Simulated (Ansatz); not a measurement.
C$_{2}$H$_{8}$OSSi, SMILES `[SiH3]COCS`, relaxed with RKS PBE0-D4/def2-TZVP in Ansatz 0.2.0 from a PBE-D4/def2-SVP geometry. The force threshold is 0.005 eV/Å; the program also tests the step.

Charge 0, multiplicity 1.

Start:

```xyz
13

Si   -1.980   -0.740    0.722
C    -0.194   -0.082    0.686
O     0.013    0.608   -0.544
C     1.322    1.042   -0.749
S     2.583   -0.295   -0.989
H    -2.209   -1.411    2.050
H    -2.186   -1.739   -0.381
H    -2.960    0.388    0.560
H    -0.007    0.592    1.560
H     0.524   -0.934    0.781
H     1.311    1.692   -1.645
H     1.717    1.622    0.119
H     2.067   -0.742   -2.169
```

**Question.** By how much does the energy fall, and how many steps does the optimiser take? (An estimate is asked.)

**Answer.** Computed: 5.34 kJ/mol, in 9 steps.

**Question.** Which bonds change most? (Best estimate.)

**Answer.** The calculation gave: C4–S5 from 1.854 to 1.820 Å; S5–H13 from 1.362 to 1.343 Å; C4–H12 from 1.117 to 1.098 Å; C2–H10 from 1.118 to 1.099 Å.

**Question.** Give the relaxed structure. (An estimate is asked.)

**Answer.** The calculation gave: 
```xyz
13

Si   -1.980   -0.721    0.734
C    -0.196   -0.114    0.663
O     0.014    0.541   -0.573
C     1.307    1.019   -0.753
S     2.590   -0.255   -0.954
H    -2.184   -1.391    2.047
H    -2.237   -1.692   -0.360
H    -2.924    0.419    0.616
H     0.005    0.572    1.501
H     0.493   -0.963    0.771
H     1.290    1.653   -1.639
H     1.641    1.612    0.108
H     2.180   -0.678   -2.161
```
